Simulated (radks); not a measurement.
Problem. Excited configurations of the tungsten ion W50+: one electron is placed in a higher orbital outside [Ar] 3d5. The ground configuration is [Ar] 3d6. Method: Dirac Kohn-Sham, PBE, spin-unpolarised, spherical densities, finite nucleus; open shells fill j = l - 1/2 first; Fermi nuclear charge, rms radius 5.3658 fm; computed with a radial shooting solver on a logarithmic mesh with Libxc functionals. Excitation = E - E(ground); binding = E(ion) - E, where the ion is the core of charge +51; n* = 51/sqrt(2 binding) in atomic units. These energies are relativistic, and a one-electron ion of charge +51 with no core already has n* below n in this formula (Dirac formula, point nucleus: 4d3/2 3.978, 6p1/2 5.937, 6d3/2 5.974, 7s1/2 6.936, 7d3/2 6.973, 7f5/2 6.984). The quantum defect is therefore taken as that value minus n*, so that it holds no relativistic shift of the bare ion.

outer orbital  excitation (eV)  binding (eV)     n*  quantum defect  eigenvalue (eV)  <r> (bohr)
4d3/2                   2104.5        2470.3  3.785           0.193          -2438.9      0.3641
6p1/2                   3449.8        1125.1  5.608           0.328          -1114.6      0.9072
6d3/2                   3517.3        1057.6  5.785           0.189          -1047.2      0.9264
7d3/2                   3805.2        769.64  6.781           0.192          -762.59       1.295
7f5/2                   3829.9        744.92  6.892           0.092          -737.76       1.279

Estimate the row for 7s1/2.

Solution. excitation (eV) 3748.6; binding (eV) 826.27; n* 6.544; quantum defect 0.391; eigenvalue (eV) -819.05; <r> (bohr) 1.261. The Delta-SCF ionisation energy is 4574.9 eV (NIST Atomic Spectra Database: 4578 eV, semi-empirical). Self-interaction in the functional shifts the binding energies and quantum defects, so they are the method's values and not measured ones. Spin polarisation and multiplet splitting are left out, so open shells lie too high by an amount that depends on their filling.

Beside tabulated values, note that spin-unpolarised runs miss the spin-polarisation part of the exchange energy of open shells.
